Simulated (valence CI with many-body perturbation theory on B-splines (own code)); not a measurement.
**Ti XVI: E2, M1 decay**

Level of theory: relativistic CI+MBPT: five valence electrons over a frozen Dirac-Fock core [He], radial functions for each j: 9 s, 9 p, 8 d, 6 f, 3 g, 1 h, with the one-electron correlation potential Σ1 (screened to all orders), the two-electron term Σ2, the three-electron term Σ3, Breit, model QED; selected single and double excitations, second order for the rest (own B-spline code, finite nucleus).

No measured spectrum was set against this ion. As an estimate, levels of excited configurations hold to 0.05 to 0.15 % of their energy, terms of the ground configuration to about 0.5 %. Among the levels kept, up to 1900 cm⁻¹ of a level comes from second order outside the variational space, and about a tenth of that is noise between levels of different J, which matters for small intervals.

Lines 1 to 28 of 28 in falling wavelength, among levels below 668.05 eV, chosen from the decays that carry over 1 % of a level's rate. Wavelengths and rates use the calculated energies, so an error of 500 cm⁻¹ moves a line at 122.3 nm by 0.61 % and its rate by three times that or more. Electric multipoles are in the length gauge, E1 and E2 with the static RPA response of the core. Weak lines are less certain than strong ones. Lines between different terms over intervals too small for the method are left out, as are lines whose strength nearly cancels.

Names give the largest LS component (configuration and term), which can be under half, so a name can repeat, a term be missing and a line seem to break the LS rules; names also repeat where a configuration has a term twice. Letters in brackets count levels of one name in rising energy.

```
λ vac (nm)                 Upper           Lower  Type   A (s⁻¹)  Branch %
     682.8        2s²2p³ ²D°_5/2  2s²2p³ ²D°_3/2    M1  2.85e+01      28.4
     122.3        2s²2p³ ²P°_1/2  2s²2p³ ²D°_3/2    M1  1.46e+03      23.8
     112.8        2s²2p³ ²P°_3/2  2s²2p³ ²D°_5/2    M1  1.82e+03      12.8
     96.82        2s²2p³ ²P°_3/2  2s²2p³ ²D°_3/2    M1  4.81e+03      33.8
     85.93        2s²2p³ ²D°_3/2  2s²2p³ ⁴S°_3/2    M1  1.86e+03     100.0
     76.33        2s²2p³ ²D°_5/2  2s²2p³ ⁴S°_3/2    M1  7.13e+01      71.1
     50.48        2s²2p³ ²P°_1/2  2s²2p³ ⁴S°_3/2    M1  4.69e+03      76.2
     45.53        2s²2p³ ²P°_3/2  2s²2p³ ⁴S°_3/2    M1  7.51e+03      52.8
     2.081  2s²2p²3p ⁴D°_1/2 [a]  2s²2p³ ²D°_5/2    E2  1.16e+08       1.4
     2.075  2s²2p²3p ⁴D°_1/2 [a]  2s²2p³ ²D°_3/2    E2  2.86e+08       3.4
     2.072  2s²2p²3p ⁴D°_1/2 [b]  2s²2p³ ²D°_5/2    E2  3.10e+08       6.2
     2.066  2s²2p²3p ⁴D°_1/2 [b]  2s²2p³ ²D°_3/2    E2  2.18e+08       4.4
     2.054      2s²2p²3p ⁴P°_5/2  2s²2p³ ²D°_5/2    E2  2.53e+08       1.1
     2.051  2s²2p²3p ²D°_3/2 [a]  2s²2p³ ²D°_5/2    E2  2.03e+08       1.1
     2.051      2s²2p²3p ²F°_5/2  2s²2p³ ²P°_3/2    E2  2.81e+08       1.8
     2.045  2s²2p²3p ²D°_3/2 [a]  2s²2p³ ²D°_3/2    E2  4.78e+08       2.7
     2.037  2s²2p²3p ²D°_5/2 [a]  2s²2p³ ²D°_5/2    E2  4.52e+08       2.9
     2.036  2s²2p²3p ²D°_5/2 [b]  2s²2p³ ²P°_3/2    E2  2.96e+08       1.0
     2.031  2s²2p²3p ²P°_1/2 [a]  2s²2p³ ²D°_5/2    E2  4.39e+08       1.6
     2.026  2s²2p²3p ⁴D°_1/2 [a]  2s²2p³ ⁴S°_3/2    E2  3.02e+08       3.6
     2.025  2s²2p²3p ²P°_1/2 [a]  2s²2p³ ²D°_3/2    E2  2.92e+08       1.0
     2.017  2s²2p²3p ⁴D°_1/2 [b]  2s²2p³ ⁴S°_3/2    E2  1.98e+08       4.0
     2.017      2s²2p²3p ⁴D°_3/2  2s²2p³ ⁴S°_3/2    E2  4.16e+08       4.1
     2.011      2s²2p²3p ²F°_7/2  2s²2p³ ²D°_5/2    E2  4.10e+08       2.7
     2.008      2s²2p²3p ²F°_5/2  2s²2p³ ²D°_3/2    E2  3.09e+08       2.0
     2.008      2s²2p²3p ⁴D°_5/2  2s²2p³ ⁴S°_3/2    E2  4.30e+08       6.6
     2.005      2s²2p²3p ²F°_7/2  2s²2p³ ²D°_3/2    E2  1.63e+08       1.1
     1.999      2s²2p²3p ⁴D°_7/2  2s²2p³ ⁴S°_3/2    E2  4.77e+08      11.0
```
